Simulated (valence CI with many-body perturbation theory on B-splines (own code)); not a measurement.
# Energy levels of W⁵⁹⁺

Level of theory: configuration interaction combined with many-body perturbation theory (CI+MBPT): five valence electrons over a frozen Dirac-Fock core [Ne], radial functions for each j: 11 s, 11 p, 10 d, 8 f, 5 g, 2 h, with the one-electron correlation potential Σ1 (screened to all orders), the two-electron term Σ2, the three-electron term Σ3, Breit, model QED; selected single and double excitations, second order for the rest, scaled by the run's own slope (own B-spline code, finite nucleus).

The last digits are not significant, and no measured levels were compared; by estimate large intervals hold to a few tenths of a per cent, small ones and those within an open d or f shell to about a per cent. Among the levels kept, up to 3200 cm⁻¹ of a level comes from second order outside the variational space, and about a tenth of that is noise between levels of different J, which matters for small intervals.

Levels 91 to 135 of 168, with energies above the lowest level, (3s^2 3p1/2^2 3p3/2) J=3/2. "Leading %" is the weight of the configuration and term that name the level; weights of strongly mixed levels are sums over their largest components and can fall short. In the jj column 3d3/2^4 stands for four electrons in 3d with j = 3/2. Lifetimes count E1, E2, E3, M1 and M2 decay at the calculated energies, and are blank where another channel may lead or the interval is too uncertain; long ones can be off by a factor of two.

| No. | Configuration | Term | J | E (× 10³ cm⁻¹) | Leading % | Lifetime | Leading jj |
| --- | --- | --- | --- | --- | --- | --- | --- |
| 91 | 3s3p³3d | ⁴D° | 7/2 | 9022.9 | 31 | 436 fs | 3s 3p1/2 3p3/2^2 3d3/2 (84 %) |
| 92 | 3s3p³3d | ⁴D° | 1/2 | 9046.7 | 55 | 451 fs | 3s 3p1/2 3p3/2^2 3d3/2 (82 %) |
| 93 | 3s3p³3d | ⁴P° | 3/2 | 9095.4 | 32 | 267 fs | 3s 3p1/2 3p3/2^2 3d3/2 (89 %) |
| 94 | 3s3p³3d | ⁴F° | 3/2 | 9141.0 | 32 | 300 fs | 3s 3p1/2 3p3/2^2 3d3/2 (94 %) |
| 95 | 3s3p³3d | ²F° | 5/2 | 9146.2 | 27 | 362 fs | 3s 3p1/2 3p3/2^2 3d3/2 (96 %) |
| 96 | 3s3p³3d | ²G° | 7/2 | 9157.8 | 60 | 293 fs | 3s 3p1/2 3p3/2^2 3d3/2 (92 %) |
| 97 | 3s3p³3d | ²F° | 5/2 | 9189.7 | 31 | 284 fs | 3s 3p1/2 3p3/2^2 3d3/2 (93 %) |
| 98 | 3s3p³3d | ⁶D° | 9/2 | 9297.1 | 44 | 2.14 ps | 3s 3p1/2 3p3/2^2 3d5/2 (97 %) |
| 99 | 3s3p³3d | ²P° | 3/2 | 9324.9 | 24 | 279 fs | 3s 3p1/2 3p3/2^2 3d3/2 (80 %) |
| 100 | 3s3p³3d | ²P° | 1/2 | 9332.4 | 44 | 189 fs | 3s 3p1/2 3p3/2^2 3d3/2 (90 %) |
| 101 | 3s3p³3d | ²F° | 5/2 | 9336.5 | 19 | 230 fs | 3s 3p1/2 3p3/2^2 3d3/2 (74 %) |
| 102 | 3s3p³3d | ⁴D° | 7/2 | 9339.6 | 46 | 1.30 ps | 3s 3p1/2 3p3/2^2 3d5/2 (92 %) |
| 103 | 3p⁵ | ²P° | 3/2 | 9387.0 | 10 | 184 fs | 3s 3p1/2 3p3/2^2 3d3/2 (56 %) |
| 104 | 3s3p³3d | ⁴D° | 1/2 | 9387.5 | 33 | 200 fs | 3s 3p1/2 3p3/2^2 3d3/2 (82 %) |
| 105 | 3s3p²3d² | ⁴F | 9/2 | 9421.1 | 28 | 2.06 ps | 3s 3p1/2^2 3d5/2^2 (94 %) |
| 106 | 3s3p³3d | ⁴G° | 11/2 | 9487.6 | 97 | 2.65 ps | 3s 3p1/2 3p3/2^2 3d5/2 (97 %) |
| 107 | 3s3p³3d | ⁴F° | 9/2 | 9502.3 | 58 | 1.87 ps | 3s 3p1/2 3p3/2^2 3d5/2 (94 %) |
| 108 | 3s3p³3d | ⁴D° | 1/2 | 9509.0 | 36 | 1.24 ps | 3s 3p1/2 3p3/2^2 3d5/2 (88 %) |
| 109 | 3s3p²3d² | ²D | 5/2 | 9525.8 | 20 | 1.73 ps | 3s 3p1/2^2 3d5/2^2 (96 %) |
| 110 | 3s3p²3d² | ²F | 7/2 | 9572.3 | 24 | 1.92 ps | 3s 3p1/2^2 3d5/2^2 (95 %) |
| 111 | 3s3p³3d | ⁴D° | 5/2 | 9610.4 | 40 | 995 fs | 3s 3p1/2 3p3/2^2 3d5/2 (91 %) |
| 112 | 3s3p²3d² | ²D | 3/2 | 9622.4 | 23 | 1.69 ps | 3s 3p1/2^2 3d5/2^2 (94 %) |
| 113 | 3s3p³3d | ²S° | 1/2 | 9649.8 | 36 | 626 fs | 3s 3p1/2 3p3/2^2 3d5/2 (76 %) |
| 114 | 3s3p³3d | ²D° | 3/2 | 9657.2 | 28 | 745 fs | 3s 3p1/2 3p3/2^2 3d5/2 (93 %) |
| 115 | 3s3p³3d | ²F° | 7/2 | 9664.1 | 23 | 589 fs | 3s 3p1/2 3p3/2^2 3d5/2 (68 %) |
| 116 | 3s3p³3d | ⁴D° | 5/2 | 9690.8 | 28 | 655 fs | 3s 3p1/2 3p3/2^2 3d5/2 (84 %) |
| 117 | 3s²3p3d² | ²G° | 7/2 | 9718.5 | 21 | 221 fs | 3s^2 3p3/2 3d3/2^2 (62 %) |
| 118 | 3s²3p3d² | ⁴F° | 5/2 | 9747.4 | 24 | 148 fs | 3s^2 3p3/2 3d3/2^2 (63 %) |
| 119 | 3s3p³3d | ²P° | 3/2 | 9755.3 | 25 | 308 fs | 3s 3p1/2 3p3/2^2 3d5/2 (56 %) |
| 120 | 3s3p³3d | ⁴D° | 7/2 | 9761.6 | 24 | 515 fs | 3s 3p1/2 3p3/2^2 3d5/2 (83 %) |
| 121 | 3s²3p3d² | ⁴D° | 1/2 | 9766.5 | 49 | 147 fs | 3s^2 3p3/2 3d3/2^2 (59 %) |
| 122 | 3s²3p3d² | ⁴D° | 3/2 | 9776.9 | 25 | 174 fs | 3s^2 3p3/2 3d3/2^2 (41 %) |
| 123 | 3s3p³3d | ²G° | 9/2 | 9777.7 | 62 | 634 fs | 3s 3p1/2 3p3/2^2 3d5/2 (75 %) |
| 124 | 3s3p²3d² | ⁴P | 1/2 | 9777.9 | 43 | 1.46 ps | 3s 3p1/2^2 3d5/2^2 (95 %) |
| 125 | 3s3p³3d | ⁴D° | 5/2 | 9793.5 | 32 | 558 fs | 3s 3p1/2 3p3/2^2 3d5/2 (85 %) |
| 126 | 3s3p³3d | ²F° | 5/2 | 9853.2 | 32 | 854 fs | 3s 3p1/2 3p3/2^2 3d5/2 (88 %) |
| 127 | 3s3p³3d | ⁴D° | 7/2 | 9864.6 | 35 | 345 fs | 3s 3p1/2 3p3/2^2 3d5/2 (96 %) |
| 128 | 3s3p³3d | ²P° | 3/2 | 9896.6 | 25 | 633 fs | 3s 3p1/2 3p3/2^2 3d5/2 (81 %) |
| 129 | 3s3p³3d | ²F° | 7/2 | 9900.6 | 43 | 487 fs | 3s 3p1/2 3p3/2^2 3d5/2 (81 %) |
| 130 | 3s3p³3d | ²D° | 5/2 | 9922.6 | 38 | 565 fs | 3s 3p1/2 3p3/2^2 3d5/2 (89 %) |
| 131 | 3s²3p3d² | ²P° | 3/2 | 9927.9 | 18 | 146 fs | 3s^2 3p3/2 3d3/2^2 (67 %) |
| 132 | 3s3p³3d | ²S° | 1/2 | 9972.4 | 27 | 502 fs | 3s 3p1/2 3p3/2^2 3d5/2 (76 %) |
| 133 | 3s3p³3d | ²D° | 3/2 | 10014 | 36 | 266 fs | 3s 3p1/2 3p3/2^2 3d5/2 (80 %) |
| 134 | 3s3p³3d | ²D° | 5/2 | 10065 | 30 | 304 fs | 3s 3p1/2 3p3/2^2 3d5/2 (82 %) |
| 135 | 3s3p³3d | ²D° | 3/2 | 10076 | 24 | 379 fs | 3s 3p1/2 3p3/2^2 3d5/2 (75 %) |
